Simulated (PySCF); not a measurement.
## Spin states of NaSr

Unrestricted PBE0; Na x2c-TZVPall, Sr x2c-TZVPall; spin-free X2C with a Gaussian nucleus (PySCF 2.14). Outer shells of the fragments: Na 3s1; Sr 5s2.

Followed along the bond (rough minima from three points):

```csv
2Ms+1,unpaired,⟨S²⟩ at the start,R at minimum (Å),Te (eV)
2,σ ↑,0.76,3.87,0.00
2,π ↑,0.84,3.34,0.86
2,δ ↑,0.83,3.54,1.47
4,"σ ↑↑, π ↑",3.75,3.70,1.56
```

Solutions found at the starting distance of 3.285 Å, counted from the lowest of them; the search is not exhaustive and high or unbound solutions are not listed, so other states can lie among these:

```json
{"2Ms+1": "2", "unpaired": "σ ↑", "term": "²Σ⁺", "E (eV)": "0.00", "⟨S²⟩": "0.76", "⟨Lz²⟩": "0.00", "μ (D)": "-0.32"}
{"2Ms+1": "2", "unpaired": "π ↑", "term": "²Π", "E (eV)": "0.70", "⟨S²⟩": "0.84", "⟨Lz²⟩": "1.03", "μ (D)": "-0.03"}
{"2Ms+1": "2", "unpaired": "δ ↑", "term": "²Δ", "E (eV)": "1.35", "⟨S²⟩": "0.83", "⟨Lz²⟩": "4.00", "μ (D)": "-0.77"}
{"2Ms+1": "4", "unpaired": "σ ↑↑, π ↑", "term": "⁴Π", "E (eV)": "1.49", "⟨S²⟩": "3.75", "⟨Lz²⟩": "1.01", "μ (D)": "0.08"}
{"2Ms+1": "2", "unpaired": "σ ↑↑, π ↓", "term": "mixed", "E (eV)": "1.98", "⟨S²⟩": "1.75", "⟨Lz²⟩": "1.03", "μ (D)": "0.03"}
{"2Ms+1": "4", "unpaired": "σ ↑↑↑", "term": "⁴Σ⁺", "E (eV)": "2.08", "⟨S²⟩": "3.75", "⟨Lz²⟩": "0.00", "μ (D)": "1.11"}
{"2Ms+1": "4", "unpaired": "σ ↑, π ↑↑", "term": "⁴Σ⁻", "E (eV)": "2.20", "⟨S²⟩": "3.75", "⟨Lz²⟩": "0.00", "μ (D)": "2.76"}
{"2Ms+1": "4", "unpaired": "σ ↑↑, δ ↑", "term": "⁴Δ", "E (eV)": "2.24", "⟨S²⟩": "3.75", "⟨Lz²⟩": "4.00", "μ (D)": "-1.79"}
{"2Ms+1": "2", "unpaired": "σ ↑↑, δ ↓", "term": "mixed", "E (eV)": "2.57", "⟨S²⟩": "1.75", "⟨Lz²⟩": "4.00", "μ (D)": "-2.00"}
{"2Ms+1": "2", "unpaired": "σ ↑, π ↑↓", "term": "mixed", "E (eV)": "2.70", "⟨S²⟩": "1.75", "⟨Lz²⟩": "2.02", "μ (D)": "2.25"}
```

A term symbol is given only where ⟨S²⟩ and ⟨Lz²⟩ are close to those of a pure state; real π, δ and φ orbitals otherwise mix terms. A positive dipole means Na(−)Sr(+).

Problem. Compare the gap between the two lowest followed solutions at the starting distance with the gap between their minima.

Solution. At PBE0 the second solution (doublet, unpaired electrons π ↑) lies +0.70 eV from the first (doublet, unpaired electrons σ ↑) at 3.285 Å and +0.86 eV at the minima; the two curves relax by different amounts, since their minima lie near 3.34 and 3.87 Å.

Spin–orbit coupling is left out. Counting both spins, an empty level lies below a filled one in some of these solutions, because spin and occupation are held.
